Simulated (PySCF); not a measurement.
Al(H)(F)(vinyl) (C₂H₄AlF), SMILES C=[CH][AlH][F]. The structure is a stationary point at TPSSh-D3(BJ)/def2-SVP. One conformer was computed; it need not be the lowest.

Calculation: TPSSh-D3(BJ)/def2-SVP (PySCF).

Harmonic wavenumbers (cm⁻¹): 84, 132, 282, 408, 535, 647, 675, 861, 993, 1005, 1062, 1275, 1428, 1638, 1990, 3095, 3125, 3180. Rotational constants (GHz): 25.18, 2.805, 2.524; symmetry number 1.

Question: Work out the zero-point energy and the ideal-gas rigid-rotor harmonic-oscillator thermochemistry at 298.15 K and 1 atm.

Answer: ZPE = ½ Σ hcν = ½ × 22415 cm⁻¹ = 134.07 kJ/mol. H − E(el) = 151.43 kJ/mol. Entropy in J/(mol K): translation 162.43, rotation 104.61, vibration 45.82, total 312.86. G − E(el) = 58.15 kJ/mol. Cp = 83.33 J/(mol K). Modes under 150 cm⁻¹ make the vibrational entropy uncertain.
